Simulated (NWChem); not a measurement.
System: Si₂SbH₇; SMILES [SiH3][SbH][SiH3]

Program: NWChem. Structure relaxed at the PBE-D3(BJ)/def2-SVP level. No frequency run checked for a minimum. def2 effective core potentials on Sb; no spin-orbit coupling.

Task: Predict the results for PBE0/def2-SVP. Quantities: highest occupied level (eV); orbital gap (eV); dipole (D).

Result: 
| Property | Value |
|---|---|
| highest occupied level (eV) | -7.21 |
| orbital gap (eV) | 6.76 |
| dipole (D) | 0.13 |
